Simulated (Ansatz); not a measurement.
CH3BClFO (`OC(F)BCl`). Total charge 0; spin multiplicity 1.

Cartesian coordinates in Å:
```
O -1.3873 -0.0001 -0.4142
C -0.1507 -0.4533 -0.0125
F 0.3908 -1.3125 -0.9740
B 0.8109 0.8091 0.0750
Cl 1.5782 1.2074 1.5765
H -2.0475 -0.6866 -0.2764
H -0.2102 -1.0500 0.9058
H 1.0158 1.4858 -0.8803
```

(1) List the harmonic frequencies (cm⁻¹, unscaled) at PBE0-D4/def2-TZVP in Ansatz. (An estimate is asked.)

(2) Is this a minimum?

(3) Give the ideal-gas thermochemistry at 298.15 K and 1 bar (rigid rotor, harmonic oscillator; point group C1, symmetry number 1).

(4) And at 400, 500, 600, 800 and 1000 K?

## Answers

(1) Computed: 21, 237, 257, 347, 389, 565, 814, 849, 967, 994, 1090, 1176, 1233, 1362, 1465, 2693, 3044, 3837.

(2) Yes, all 18 modes are real.

(3) Zero-point energy 127.6 kJ/mol; H(298) − E = 145.5 kJ/mol; entropy 334.5 J/(mol·K), of which translation 165.8, rotation 112.2, vibration 56.5; G(298) − E = 45.8 kJ/mol. Modes under 100 cm⁻¹ are hindered rotations or soft bends, so the harmonic entropy is rough.

(4) 
| T (K) | H − E (kJ/mol) | S (J/mol/K) | G − E (kJ/mol) |
| --- | --- | --- | --- |
| 400 | 155.1 | 362.0 | 10.3 |
| 500 | 166.0 | 386.2 | -27.1 |
| 600 | 177.9 | 408.0 | -66.8 |
| 800 | 204.4 | 445.9 | -152.3 |
| 1000 | 233.2 | 478.0 | -244.8 |
